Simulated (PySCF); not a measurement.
n-GeGeSiSiH10.
Cartesian coordinates in Å at the PBE0-D3(BJ)/def2-SVP level; atoms count from 1:
```xyz
14
Ge2H10Si2 angstrom
Ge    -1.0202   -2.1906    0.2786
Ge     1.1177   -1.1612   -0.2256
Si     1.1084    1.0879    0.5636
Si    -0.6160    2.2557   -0.5120
H     -2.1203   -1.5433   -0.5835
H     -0.9899   -3.7022   -0.0078
H     -1.3712   -1.9735    1.7623
H      2.2599   -1.9640    0.4294
H      1.3346   -1.1726   -1.7522
H      0.8547    1.0753    2.0394
H      2.4265    1.7512    0.3116
H     -1.9196    1.5817   -0.2199
H     -0.6911    3.6760   -0.0506
H     -0.3929    2.2359   -1.9901
```

Theory: TDDFT CAM-B3LYP/def2-SVPD, vertical, gas phase, core orbitals frozen in the response (PySCF). The CAM-B3LYP/def2-SVPD calculation is non-relativistic and has no spin–orbit coupling, an omission that weighs most on germanium.

Frontier orbitals with the atoms that hold most of them (Löwdin shares over 4%, at most four atoms; ? is withheld):

| orbital | ε (eV) | atoms |
| --- | --- | --- |
| LUMO+2 | 0.92 | Si3 22%, Ge2 16%, Si4 12%, Ge1 11% |
| LUMO+1 | 0.61 | Ge2 22%, Ge1 18%, Si4 13%, Si3 11% |
| LUMO | ? | ? |
| HOMO | -8.94 | Ge2 30%, Si3 25%, Ge1 17%, Si4 8% |
| HOMO-1 | -9.42 | ? |
| HOMO-2 | -10.11 | Si3 24%, Ge2 20%, H9 12%, Si4 11% |
| HOMO-3 | -10.74 | Ge1 26%, H5 19%, Ge2 17%, H8 10% |

Q: Give the leading atoms of the HOMO-1.

A: Ge2 (bonded to Ge, Si and 2 H) 20%; Si3 (bonded to Ge, Si and 2 H) 18%; Si4 (bonded to Si and 3 H) 17%; Ge1 (bonded to Ge and 3 H) 15%. By element: silicon 35%, germanium 35%.

Q: Which atoms hold the LUMO, and with what shares?

A: Ge1 (bonded to Ge and 3 H) 22%; Ge2 (bonded to Ge, Si and 2 H) 17%; Si3 (bonded to Ge, Si and 2 H) 14%; H6 (bonded to Ge) 8%. By element: germanium 39%, silicon 14% or more, hydrogen 8% or more.

Q: What is the LUMO energy, and the HOMO–LUMO gap?

A: ε(LUMO) = 0.55 eV; the gap is 9.49 eV (0.3488 hartree).

Q: The HOMO–LUMO gap is 9.49 eV. Where does the response calculation put the lowest singlet, and from which orbitals?

A: S1 is at 6.68 eV (f = 0.068), 2.82 eV below the gap, made of HOMO→LUMO+1 (76%). Its leading pair isn't HOMO and LUMO; the energies of that pair differ by 9.56 eV. 

Next come S2 at 6.74 eV (f 0.250), HOMO→LUMO (56%), HOMO→LUMO+4 (14%); S3 at 6.95 eV (f 0.051), HOMO→LUMO+3 (33%), HOMO→LUMO+5 (26%), HOMO→LUMO (15%); S4 at 7.04 eV (f 0.150), HOMO-1→LUMO+1 (26%), HOMO→LUMO+4 (25%), HOMO→LUMO (17%); S5 at 7.13 eV (f 0.018), HOMO→LUMO+4 (28%), HOMO→LUMO+2 (26%), HOMO-1→LUMO+1 (26%).

The run took 6.9 min of wall time (with the writing of density and orbital grids) on one thread of an Intel Xeon at 2.50 GHz, shared host with 64 logical CPUs at a one-minute load of 63, and the process peaked at 1.3 GiB of memory.

One conformer stands for the species.
